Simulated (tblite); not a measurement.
**Question.** Write a Z-matrix for `COC(=O)c1oc(OC)cp1` as optimised with GFN2-xTB.

**Answer.** 
Z-matrix in Å and degrees, rows numbered from 1:
```
C 
O   1  1.4181
C   2  1.3510  1  116.10
O   3  1.2061  2  124.20  1     0.01
C   3  1.4505  2  108.54  1  -179.54
O   5  1.3603  3  119.21  2   179.05
C   6  1.3283  5  110.48  3  -179.27
O   7  1.3323  6  118.81  5   179.88
C   8  1.4193  7  116.45  6     0.45
C   7  1.3696  6  116.04  5    -0.10
P   5  1.7235  3  125.51  2    -0.24
H   1  1.0925  2  110.30  3   -73.73
H   1  1.0922  2  110.28  3    46.49
H   1  1.0871  2  106.26  3   166.64
H   9  1.0927  8  110.95  7    60.66
H   9  1.0875  8  105.67  7   179.97
H   9  1.0927  8  110.93  7   -60.61
H  10  1.0719  7  122.86  6  -179.94
```

Of the pairs four or more bonds apart, O4···H13 is among the closest relative to their van der Waals radii: 2.49 Å, 91 % of the sum of Bondi's values. The 7 C–O bonds span 1.206 Å (C3=O4, drawn double) to 1.419 Å (O8–C9, drawn single), a spread of 0.213 Å. The 5-membered ring C5–O6–C7–C10–P11 has internal angles of 87.5° to 116.0°; it is planar, 0.00 Å rms from its mean plane, widest ring torsion 0°. The 2 C–C bonds span 1.370 Å (C7–C10, aromatic) to 1.451 Å (C3–C5, drawn single), a spread of 0.081 Å.

The geometry is computed with GFN2-xTB (gas phase).

Its GFN2-xTB frequencies are all real (lowest 38 cm⁻¹). The numbers are those of one conformer (C1–O2–C3–O4 0°, O2–C3–C5–O6 179°, O6–C7–O8–C9 0°).
